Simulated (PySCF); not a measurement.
**Low-lying terms of Tc⁷⁺ (technetium, charge +7)**

Ground state [Kr], ¹S. All numbers are calculated (PySCF 2.14, scalar relativity through the core potential, in def2-TZVP with the def2 core potential (28 electrons) (6s4p3d1f, 40 functions)). Vertical excitation energies in eV without spin-orbit coupling; excited terms of each kind are numbered among those the solver found. Frozen: nothing.

```
 term  leading excitation  EOM-EE-CCSD
1 3P°              4p → d       43.831
1 3F°              4p → d       45.548
1 1D°              4p → d       47.983
1 3D°              4p → d       48.178
1 1F°              4p → d       48.575
1 1P°              4p → d       60.182
 1 3D              4s → d       76.324
 1 1D              4s → d       78.635
 1 3S              4p → p       82.581
 2 3D              4p → p       84.098
 2 1D              4p → p       84.606
```

The spin-orbit splitting of the hole, absent here, rivals or exceeds the spacing of these terms, so the LS terms are model states.

The solver can miss terms.
